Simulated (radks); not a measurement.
Problem. A nucleus of charge 28.25 with 27 electrons, configuration [Ar] 3d9. Method: Dirac Kohn-Sham, LDA (Slater exchange, Perdew-Wang correlation), spin-unpolarised, spherical densities, finite nucleus; open shells are shared between the two j in proportion to 2j + 1; Fermi nuclear charge, rms radius 3.8823 fm; computed with a radial shooting solver on a logarithmic mesh with Libxc functionals. Some entries of the table are withheld. Estimate them.

| orbital | occ. | eigenvalue (hartree) | <r^2> (bohr^2) | <1/r> (bohr^-1) |
|---|---|---|---|---|
| 1s1/2 | 2 | -307.1767 | 0.003874 | 28.31 |
| 2s1/2 | 2 | (1) | 0.06958 | 6.151 |
| 2p1/2 | 2 | -32.40237 | 0.05475 | (2) |
| 2p3/2 | 4 | -31.73475 | 0.05631 | (3) |
| 3s1/2 | 2 | -4.40314 | 0.6280 | 1.936 |
| 3p1/2 | 2 | -2.99554 | 0.7002 | 1.804 |
| 3p3/2 | 4 | -2.91151 | 0.7198 | 1.773 |
| 3d3/2 | 3.6 | -0.63067 | 1.415 | 1.353 |
| 3d5/2 | 5.4 | -0.62182 | 1.439 | 1.344 |

Solution. 
(1) 2s1/2 eigenvalue (hartree): -37.01245
(2) 2p1/2 <1/r> (bohr^-1): 6.111
(3) 2p3/2 <1/r> (bohr^-1): 5.982
